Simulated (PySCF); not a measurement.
HO₃S, SMILES O=S(=O)=[OH+], charge +1. Geometry: PBE0-D3(BJ)/def2-SVP. The isomer is the one that the SMILES or the coordinates give; other isomers of the formula were not compared.

TDA-ωB97X/def2-SVPD (PySCF 2.14.0) puts the lowest singlet excitations at 5.69, 6.29, 6.68, 6.98, 7.48, 7.49 eV.

Q: What are the lowest excitation roots from ADC(2)/aug-cc-pVDZ (PySCF)? (The exact figures need the calculation; the answer reports its results.)

A: 5.71, 5.83, 6.38, 6.97, 7.13, 7.34 eV. S1 differs by 0.02 eV (second minus first; roots are paired by order, and the bases may differ).
